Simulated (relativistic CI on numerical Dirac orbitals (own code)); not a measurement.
# Er³⁺: N4,5 absorption edge

Computed with this model: Dirac-Coulomb-Breit CI, KLI orbitals optimised for each configuration, model QED (radiative potential, 1s self-energy scaled to tabulated hydrogen-like ionisation energies), valence Slater integrals scaled by 0.8, multiplet model of core-to-valence dipole absorption; configurations [Xe] 4f11 → [Kr] 4d9 4f12 5s2 5p6; 10 K; Lorentzian 0.5 eV and Gaussian 0.2 eV FWHM. Energies are those of the free ion, without screening or charge transfer. The branching ratio is the share of the lower-energy edge in the whole absorption, uncertain by about 0.02 where the edges overlap. S is read from ⟨S²⟩ = S(S + 1).

Computed curve for free ion, scaled to 100 at the maximum (points under 2 are left out and the grid is thinned):

| Energy (eV) | Intensity |
| --- | --- |
| 165.9 | 2.0 |
| 166.1 | 3.9 |
| 166.4 | 6.0 |
| 166.6 | 3.8 |
| 166.9 | 2.1 |
| 167.1 | 2.1 |
| 167.3 | 2.4 |
| 167.6 | 2.5 |
| 167.8 | 3.4 |
| 168.1 | 7.9 |
| 168.3 | 12.8 |
| 168.5 | 11.1 |
| 168.8 | 5.4 |
| 169.0 | 4.1 |
| 169.2 | 4.0 |
| 169.5 | 5.2 |
| 169.7 | 7.5 |
| 170.0 | 17.3 |
| 170.2 | 35.4 |
| 170.4 | 56.6 |
| 170.7 | 31.3 |
| 170.9 | 16.3 |
| 171.2 | 10.1 |
| 171.4 | 7.9 |
| 171.6 | 5.3 |
| 171.9 | 3.7 |
| 172.1 | 3.8 |
| 172.4 | 5.9 |
| 172.6 | 10.3 |
| 172.8 | 13.4 |
| 173.1 | 6.6 |
| 173.3 | 4.0 |
| 173.5 | 3.1 |
| 173.8 | 3.0 |
| 174.0 | 3.9 |
| 174.3 | 8.3 |
| 174.5 | 13.0 |
| 174.7 | 14.8 |
| 175.0 | 7.6 |
| 175.2 | 4.2 |
| 175.5 | 2.3 |
| 177.2 | 2.1 |
| 177.4 | 2.4 |
| 177.7 | 3.2 |
| 177.9 | 4.1 |
| 178.2 | 6.3 |
| 178.4 | 9.1 |
| 178.6 | 14.4 |
| 178.9 | 36.1 |
| 179.1 | 73.3 |
| 179.3 | 100.0 |
| 179.6 | 60.9 |
| 179.8 | 48.1 |
| 180.1 | 21.7 |
| 180.3 | 12.2 |
| 180.5 | 7.7 |
| 180.8 | 4.6 |
| 181.0 | 3.5 |
| 181.3 | 2.5 |
| 181.5 | 2.0 |

The ground state has S = 1.48, and the centroid lies at 175.50 eV.
